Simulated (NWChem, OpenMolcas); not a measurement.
**A ladder of methods for AlNH4O2 (SMILES [NH2][Al]([OH])[OH])**

AlNH4O2 has 8 atoms, charge 0, and is taken as a singlet. As SMILES, `[NH2][Al]([OH])[OH]`. The shape is that of a PBE0-D4/def2-TZVP optimisation. This is one conformer, not always the lowest.

```xyz
8

N    -0.4534    1.3709    0.1590
Al    0.0219   -0.3143   -0.0152
O     1.5694   -0.8061   -0.5009
O    -1.1401   -1.4961    0.3242
H     0.1328    2.1700   -0.0090
H    -1.3726    1.6620    0.4477
H     2.2870   -0.2138   -0.7127
H    -0.9528   -2.4298    0.2512
```

Quantity: the dipole moment, in D. The values are calculated.

```tsv
level	kind	program	value (D)	CPU time
HF/6-311+G**	Hartree–Fock	OpenMolcas	1.94	19 s
SVWN5/6-311+G**	LDA	NWChem	1.82	23 s
BLYP/6-311+G**	GGA	OpenMolcas	1.76	40 s
revPBE/6-311+G**	GGA	OpenMolcas	1.74	44 s
TPSS/6-311+G**	meta-GGA	OpenMolcas	1.75	52 s
r2SCAN/6-311+G**	meta-GGA	OpenMolcas	1.80	51 s
B3LYP/6-311+G**	global hybrid	NWChem	1.82	38 s
PBE0/6-311+G**	global hybrid	NWChem	1.82	33 s
```

The values span 1.74 to 1.94 D. Magnitudes only. CPU times are rough (shared hosts, several kinds of processor): they show what a rung costs within a factor of a few.
